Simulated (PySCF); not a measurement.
Electronic structure of Al(2+) (aluminium, charge +2) at the PBE0 level

Configuration: [Ne] 3s1, 2S determinant. Computed with PySCF 2.14 in cc-pV(D+d)Z (4s3p2d, 23 functions), with no relativity, point nucleus.

* Total energy: -241.3354 hartree
* One-electron energy: -327.1565 hartree
* Hartree (Coulomb) energy: 103.7932 hartree
* Exchange-correlation energy: -17.9721 hartree
* Kinetic energy: 240.60090 hartree
* ⟨S²⟩: 0.7500
* ⟨L²⟩: 0.000
* Sum of ⟨r⟩: 7.331 bohr
* Sum of ⟨r²⟩: 9.388 bohr²
* Density at the nucleus (Gaussians lack the cusp): 1360 bohr⁻³
* Spin density at the nucleus: 3.38 bohr⁻³
* Langevin diamagnetic susceptibility: -7.44 ×10⁻⁶ cm³/mol
* Time after the integrals: 0.09 s of wall time on 1 thread of Neoverse-V2 (shared host)

| shell | electrons | mean orbital energy (eV) | rms radius, mean of both spins (bohr) |
| --- | --- | --- | --- |
| 1s α | 1 | -1551.0 | 0.140 |
| 1s β | 1 | -1550.9 | 0.140 |
| 2s α | 1 | -135.50 | 0.681 |
| 2s β | 1 | -135.17 | 0.681 |
| 2p α | 3 | -95.454 | 0.675 |
| 2p β | 3 | -95.231 | 0.675 |
| 3s α | 1 | -25.471 | 2.38 |
